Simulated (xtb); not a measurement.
Cl6OSi2, charge -1, doublet, geometry from GFN2-xTB (a state made from the parent by changing its charge; the spin is typed, not shown lowest), atoms displaced at random by about 0.02 Å a coordinate. Base run: GFN1-xTB (xtb).

xtb was given this input:
```
$ xtb mol.xyz --gfn 1 --chrg -1 --uhf 1 --opt --json

# file mol.xyz
9

Cl     2.19887848    -0.81771997    -1.75988887
Si     1.69504592     0.65130706    -0.12776164
Cl     2.10301206    -0.60538365     1.42813985
Cl     1.29647024     2.44056761     1.10791208
O      0.05412676     0.41811237    -0.41295280
Si    -1.35398791    -0.27195634    -0.18499868
Cl    -2.66648805     0.60472346    -1.48939840
Cl    -2.01425405     0.06590241     1.66740323
Cl    -1.31080404    -2.23230538    -0.48019722
```

Variants of this job, named by their change:

```
change               ΔE vs base (mEh)  optimiser steps
-------------------  ----------------  ---------------
base                            0.000               14
opt level = crude               0.463                8
opt level = loose               0.012               12
opt level = extreme            -0.001               18
opt level = vtight             -0.001               18
alpb = dmf                    -73.345               14
opt level = lax                 0.002               13
alpb = benzene                -65.239               13
engine = inertial               0.003                -
engine = lbfgs                  0.001                -
```
